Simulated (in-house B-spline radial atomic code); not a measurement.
How numerical settings move a run on Fe+, [Ar] 3d6 4s1. Computed with an all-electron radial atomic-structure program (B-spline basis): Dirac-Kohn-Sham BLYP, spherical fractional occupations, Fermi nucleus of rms radius 3.7377 fm.

Command:
```bash
python run_scf.py task.json out
```
Settings of the sound reference run:
```
Z                26
electrons        25
configuration    [Ar] 3d6 4s1
hamiltonian      dirac
method           b88,lyp
spin_polarised   False
nucleus          fermi
rms_radius       3.7377
mass_number      56
atomic_mass      55.93494
speed_of_light   137.036
knot_spacing     0.22
spline_order     8
gauss_points     12
box_radius       35.29
max_iterations   70
damping          0.5
damped_steps     3
diis_vectors     10
tolerance        1e-08
start            Thomas-Fermi
```

Run time, properties included: 1.8 s on 1 thread of Arm Neoverse N1, with other jobs on the host.

It converges in 10 iterations to -1272.474715 hartree, with 4s1/2 at -12.4103 eV. The other runs change the listed settings, some to values that make no sense; their results aren't properties of the atom or ion. Radii are in bohr (the nuclear one in fm), a minus after a letter asks for a j subshell, and «unchanged» means within 1e-8 hartree. The run stops when the residual is below 10 × tolerance × max(1, Z/10), or a noise floor if that is larger, and the energy moves by less than 1e-8 × √|E| hartree; so very loose and very tight tolerances often act alike.

| changed settings | outcome |
| --- | --- |
| damped_steps = 8 | converged in 14 iterations, energy unchanged, 4s1/2 level +1.8e-06 eV |
| damped_steps = 30 | converged in 19 iterations, energy unchanged, 4s1/2 level +2.4e-06 eV |
| max_iterations = 12, damped_steps = 0, diis_vectors = 20 | converged in 9 iterations, energy unchanged |
| electrons = 33, configuration = [Ar] 3d6 4s1 6s2 6p6, max_iterations = 50 | converged in 21 iterations to -1271.6481 hartree, a different physical problem (warning: 6s1/2 has a positive eigenvalue: unbound, held by the box) |
| box_radius = 141.16 | converged in 10 iterations, energy unchanged |
| electrons = 28, configuration = [Ar] 3d6 4s1 5s3, max_iterations = 60 | stopped with error: shell 5s holds at most 2 electrons |
| method = revtpss,revtpss | stopped with error: meta-GGAs are not served with the Dirac Hamiltonian |
| box_radius = 5.29 | converged in 10 iterations, energy +2.27e-02 hartree from the reference, 4s1/2 level +9.1e-01 eV (the program warns: 4s1/2 reaches the box edge; 3d3/2 reaches the box edge) |
| damping = 0 | converged in 12 iterations, energy unchanged, 4s1/2 level +1.4e-06 eV |
| box_radius = 10.59 | converged in 10 iterations, energy +5.41e-06 hartree from the reference, 4s1/2 level +5.4e-04 eV (the program warns: 4s1/2 reaches the box edge) |
| spline_order = 6, first_knot = 0.0115, max_iterations = 5, tolerance = 1e-06 | not converged after 5 iterations, last residual 1.9e-02, last energy +4.02e-02 hartree from the reference |
| damping = 0.8 | converged in 12 iterations, energy unchanged |
| box_radius = 3.53 | converged in 9 iterations, energy +3.07e-01 hartree from the reference, 4s1/2 level +8.3e+00 eV (the program warns: 4s1/2 reaches the box edge; 3s1/2 reaches the box edge) |
| damping = 0.95 | converged in 12 iterations, energy unchanged, 4s1/2 level +6.5e-07 eV |

(1) What happens with box_radius = 2.12?

(2) What happens with gauss_points = 3, first_knot = 0.000385, max_iterations = 75?

(3) What happens with damped_steps = 1?

(4) What happens with gauss_points = 8, max_iterations = 50, tolerance = 1e-06?

Results:

(1) Converged in 8 iterations, energy +3.91e+00 hartree from the reference, 4s1/2 level +7.0e+01 eV (the program warns: 4s1/2 has a positive eigenvalue: unbound, held by the box; 3d3/2 has a positive eigenvalue: unbound, held by the box).

(2) Converged in 10 iterations, energy -1.33e-03 hartree from the reference, 4s1/2 level -2.3e-05 eV.

(3) Converged in 10 iterations, energy unchanged, 4s1/2 level +1.3e-06 eV.

(4) Converged in 9 iterations, energy unchanged, 4s1/2 level +3.4e-05 eV.
